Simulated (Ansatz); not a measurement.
`O[SiH](O)[NH][GeH3]` + H–F → `O[SiH](O)F` + `[NH2][GeH3]`  (ligand exchange at the Si–N bond)

Program: Ansatz. Geometries: PBE0-D4/def2-TZVP. ΔE: electronic, gas phase. CCSD(T)/CBS adds triple-zeta CCSD(T) − MP2 to the extrapolated MP2 energy (def2 sets, frozen cores). This one scheme is used for every species. DFT in def2-TZVPP. For Ge outer-core shells are correlated without core-valence functions, which leaves a few kJ/mol of doubt a bond. Scalar relativity is left out up to krypton. Each species was taken in one conformer, which may not be the lowest.

`O[SiH](O)[NH][GeH3]`:

Z-matrix (Å, degrees):
```
Si
O 1 1.646
N 1 1.700 2 114.0
O 1 1.638 2 103.5 3 -119.3
H 1 1.484 2 110.5 3 120.2
H 2 0.958 1 117.2 3 -54.5
Ge 3 1.845 1 126.4 2 -70.6
H 3 1.008 1 116.5 2 125.5
H 4 0.959 1 116.0 2 -22.4
H 7 1.539 3 111.1 1 -97.6
H 7 1.532 3 106.9 1 23.1
H 7 1.540 3 108.4 1 142.5
```

H–F:

Z-matrix (Å, degrees):
```
F
H 1 0.920
```

`O[SiH](O)F`:

```xyz
7

O     0.840   -0.990    0.402
Si   -0.151    0.061   -0.352
O    -1.279    0.555    0.698
F     0.739    1.276   -0.879
H     1.719   -1.128    0.045
H    -0.848   -0.496   -1.519
H    -1.020    0.723    1.606
```

`[NH2][GeH3]`:

Cartesian coordinates in Å:
```
N 0.824 -0.762 -0.299
Ge -0.600 0.313 0.163
H 1.283 -0.483 -1.156
H 1.528 -0.833 0.424
H -1.204 -0.276 1.447
H -0.230 1.793 0.420
H -1.602 0.249 -0.999
```

```
         level  ΔE (kJ/mol)
        PBE-D4        -76.8
       PBE0-D4        -75.6
 HF/def2-QZVPP        -98.5
CCSD/CBS(def2)        -78.8
```

Question: What does CCSD(T)/CBS give? (Best estimate.)

Answer: Ansatz gave: -76.0 kJ/mol. The listed levels differ from it by -0.8, 0.4, -22.5, -2.8 kJ/mol.

Largest T1 diagnostic among the species: 0.011.

In def2-TZVPP, CCSD(T) changes the Hartree–Fock value by +20.1 kJ/mol (the triples alone add +2.7 kJ/mol) and MP2 by +22.3 kJ/mol. The D4 term adds +12.9 kJ/mol with B3LYP and +7.3 kJ/mol with PBE0; it sums over pairs of atoms, weighted by their polarisabilities, and B3LYP, whose exchange is more repulsive, gets the larger term.

B3LYP here is the variant with VWN-RPA as its local correlation; programs differ in this.
